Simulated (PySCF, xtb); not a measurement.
C3H7BO, SMILES OB(C)C=C. Other conformers were not sampled.

Harmonic wavenumbers (cm⁻¹) from GFN2-xTB (xtb) at its own minimum, in rising order: 52, 87, 190, 315, 328, 469, 555, 647, 715, 862, 869, 928, 930, 1022, 1044, 1157, 1297, 1318, 1392, 1409, 1497, 1505, 1661, 3008, 3014, 3025, 3029, 3072, 3112, 3602.

### Question
What does B3LYP-D3(BJ)/def2-SVP (PySCF 2.14.0) give at its own minimum? (Estimate from the structure and the level; the computed values follow.)

### Answer
79, 94, 213, 335, 385, 496, 560, 626, 725, 838, 897, 967, 1007, 1033, 1055, 1205, 1303, 1329, 1378, 1433, 1434, 1458, 1683, 3012, 3084, 3097, 3113, 3125, 3211, 3852. Paired by order, the mean absolute difference is 42 cm⁻¹ and the zero-point energies are 60.2 and 61.5 kcal/mol.
